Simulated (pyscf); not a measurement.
Optimised with ωB97X-D3(BJ)/def2-SVP in PySCF.

SMILES: [F][GeH]([F])[Ge]([F])([F])[F]
```xyz
8

F      1.2739     2.1621    -1.9206
Ge     1.3665     1.1921    -0.4949
F      1.6960     2.2799     0.8049
Ge    -0.8651     0.3742    -0.1367
F     -2.0228     1.6281     0.0469
F     -0.9860    -0.6158     1.2644
F     -1.3964    -0.6018    -1.4491
H      2.5077     0.1922    -0.6274
```

What is the homolytic dissociation enthalpy (298 K, ωB97M-D3(BJ)/def2-TZVP) of the Ge–Ge bond of F–GeH(F)–Ge(F)(F)–F (SMILES [F][GeH]([F])[Ge]([F])([F])[F]), to F–GeH•–F + F–Ge•(F)–F?

Ge–Ge to F–GeH•–F + F–Ge•(F)–F: 262.7 kJ/mol. The 7 functionals that were run give +247.1 (PBE) to +301.8 kJ/mol (ωB97X-D3(BJ)). Elements up to Kr have no core potential and no relativistic terms here.
